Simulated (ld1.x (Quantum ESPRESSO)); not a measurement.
Transferability test, TM semilocal potential for rubidium (Rb)

rubidium (Rb), norm-conserving Troullier–Martins (semilocal form), made with ld1.x (Quantum ESPRESSO) 7.5 (PW91, scalar-relativistic). Core [Kr], reference 4d1 5s0 5p0. Waves: 5p (bound, empty): rc 4.15 bohr; 4d (bound): rc 4.20 bohr; 5s (bound, empty): rc 4.15 bohr. Local part: the s channel. Core correction: none.

Energies are relative to the spin-unpolarised reference configuration 4d1 5s0 5p0; without spin polarisation the order of configurations can differ from experiment.

| valence configuration | charge | ΔE all-electron (eV) | error AE − PS (meV) |
| --- | --- | --- | --- |
| 4d0 5s0.5 5p0 | +0.5 | -0.651 | +46 |
| 4d0 5s0 5p1 | 0 | -0.716 | +47 |

Question: What are ΔE and the potential's error for 4d0 5s1 5p0?

Answer: ΔE = -2.227 eV all-electron; the error (AE − PS) is +99 meV.

Question: What are ΔE and the potential's error for 4d0.5 5s0.5 5p0?

Answer: ΔE = -1.117 eV all-electron; the error (AE − PS) is +35 meV.

Levels in the configuration 4d0 5s0 5p1:

```tsv
level	all-electron (eV)	pseudo (eV)
5p	-1.351	-1.328
```

ld1.x printed “convergence not achieved” for 3 of the counted tests; their residual had stalled under 1e-8, short of the target of 1e-14.
